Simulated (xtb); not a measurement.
xtb input (GFN2-xTB):

```bash
xtb mol.xyz --gfn 2 --sp --chrg -1 --uhf 0
```
mol.xyz:
```
15

C     -2.35169440    -0.24311156     0.69005649
C     -1.40852850     0.91977457     0.39685379
N     -0.02198149     0.59404673     0.63013334
C      0.76982871     1.79612674     0.68922867
Ge     0.71400357    -0.82300228    -0.56886816
H     -2.10988440    -1.09747710     0.05610946
H     -3.39441631     0.04530758     0.51628238
H     -2.24077788    -0.56120586     1.72997044
H     -1.59903669     1.27985455    -0.63958655
H     -1.69075022     1.76553863     1.04889061
H      1.80596016     1.54746143     0.92304026
H      0.78481940     2.36660762    -0.26325815
H      0.39335326     2.48548219     1.46998452
H      1.10177965     0.21889988    -1.77969102
H      2.19707435    -0.70946148     0.07427226
```

End of the output:

```
         :::::::::::::::::::::::::::::::::::::::::::::::::::::
         ::                     SUMMARY                     ::
         :::::::::::::::::::::::::::::::::::::::::::::::::::::
         :: total energy             -16.559680256599 Eh    ::
         :: gradient norm              0.028701560693 Eh/a0 ::
         :: HOMO-LUMO gap              5.449148907692 eV    ::
         ::.................................................::
         :: SCC energy               -16.727994195310 Eh    ::
         :: -> isotropic ES            0.126767699277 Eh    ::
         :: -> anisotropic ES          0.003857960701 Eh    ::
         :: -> anisotropic XC          0.011730093453 Eh    ::
         :: -> dispersion             -0.013059654622 Eh    ::
         :: repulsion energy           0.168313938711 Eh    ::
         :: add. restraining           0.000000000000 Eh    ::
         :: total charge              -1.000000000000 e     ::
         :::::::::::::::::::::::::::::::::::::::::::::::::::::

           -------------------------------------------------
          |                Property Printout                |
           -------------------------------------------------

    * Orbital Energies and Occupations

         #    Occupation            Energy/Eh            Energy/eV
      -------------------------------------------------------------
         1        2.0000           -0.4622715             -12.5790
       ...           ...                  ...                  ...
         4        2.0000           -0.3795771             -10.3288
         5        2.0000           -0.3587161              -9.7612
         6        2.0000           -0.3470113              -9.4427
         7        2.0000           -0.3407779              -9.2730
         8        2.0000           -0.3198000              -8.7022
         9        2.0000           -0.3145229              -8.5586
        10        2.0000           -0.3079732              -8.3804
        11        2.0000           -0.2881610              -7.8413
        12        2.0000           -0.2730288              -7.4295
        13        2.0000           -0.2086649              -5.6781
        14        2.0000           -0.1879034              -5.1131
        15        2.0000           -0.1413420              -3.8461
        16        2.0000           -0.1312165              -3.5706 (HOMO)
        17                          0.0690361               1.8786 (LUMO)
        18                          0.0849767               2.3123
        19                          0.2205739               6.0021
        20                          0.2349586               6.3935
        21                          0.2511634               6.8345
        22                          0.2710259               7.3750
        23                          0.2808464               7.6422
        24                          0.2976074               8.0983
        25                          0.3205526               8.7227
        26                          0.3217846               8.7562
        27                          0.3424028               9.3173
       ...                                ...                  ...
        35                          1.1065679              30.1112
      -------------------------------------------------------------
                  HL-Gap            0.2002525 Eh            5.4491 eV
             Fermi-level           -0.0310902 Eh           -0.8460 eV

     #   Z          covCN         q      C6AA      α(0)
     1   6 C        3.749    -0.091    22.293     6.734
     2   6 C        3.773     0.068    19.479     6.289
     3   7 N        2.623    -0.366    29.442     8.059
     4   6 C        3.724     0.046    19.902     6.370
     5  32 Ge       2.601     0.086   220.820    29.046
     6   1 H        0.924     0.030     2.592     2.518
     7   1 H        0.924    -0.006     3.161     2.780
     8   1 H        0.924     0.016     2.800     2.617
     9   1 H        0.921    -0.050     4.087     3.162
    10   1 H        0.923    -0.043     3.930     3.100
    11   1 H        0.924    -0.001     3.074     2.742
    12   1 H        0.922    -0.046     3.994     3.126
    13   1 H        0.922    -0.058     4.299     3.243
    14   1 H        0.866    -0.304    23.446     7.583
    15   1 H        0.885    -0.281    19.570     6.924

 Mol. C6AA /au·bohr⁶  :       3325.608780
 Mol. C8AA /au·bohr⁸  :     104033.204610
 Mol. α(0) /au        :         94.292091

Wiberg/Mayer (AO) data.
largest (>0.10) Wiberg bond orders for each atom

 ---------------------------------------------------------------------------
     #   Z sym  total        # sym  WBO       # sym  WBO       # sym  WBO
 ---------------------------------------------------------------------------
     1   6 C    3.997 --     2 C    1.017     8 H    0.991     6 H    0.989
                             7 H    0.988
     2   6 C    3.993 --     3 N    1.053     1 C    1.017     9 H    0.967
                            10 H    0.964
     3   7 N    3.015 --     4 C    1.062     2 C    1.053     5 Ge   0.806
     4   6 C    3.994 --     3 N    1.062    11 H    0.992    12 H    0.975
                            13 H    0.969
     5  32 Ge   2.539 --    15 H    0.901    14 H    0.885     3 N    0.806
     6   1 H    0.999 --     1 C    0.989
     7   1 H    1.000 --     1 C    0.988
     8   1 H    1.000 --     1 C    0.991
     9   1 H    0.998 --     2 C    0.967
    10   1 H    0.998 --     2 C    0.964
    11   1 H    1.000 --     4 C    0.992
    12   1 H    0.998 --     4 C    0.975
    13   1 H    0.997 --     4 C    0.969
    14   1 H    0.907 --     5 Ge   0.885
    15   1 H    0.921 --     5 Ge   0.901
 ---------------------------------------------------------------------------

Topologies differ in total number of bonds
Writing topology from bond orders to xtbtopo.mol

molecular dipole:
                 x           y           z       tot (Debye)
 q only:       -1.351      -0.803       0.330
   full:       -1.512       0.389       0.525       4.186
molecular quadrupole (traceless):
                xx          xy          yy          xz          yz          zz
 q only:       -4.056       2.241       3.165       3.216      -0.579       0.891
  q+dip:       -2.584       3.550       1.319       3.990      -2.755       1.266
Note: The following floating-point exceptions are signalling: IEEE_UNDERFLOW_FLAG IEEE_DENORMAL
normal termination of xtb
   full:       -2.272       2.250       1.789       3.334      -1.848       0.483

           -------------------------------------------------
          | TOTAL ENERGY              -16.559680256599 Eh   |
          | GRADIENT NORM               0.028701560693 Eh/α |
          | HOMO-LUMO GAP               5.449148907692 eV   |
           -------------------------------------------------

------------------------------------------------------------------------
------------------------------------------------------------------------
 total:
 SCF:
```

It need not be the lowest isomer of its formula. Whether it binds its extra electron was not tested at this geometry.
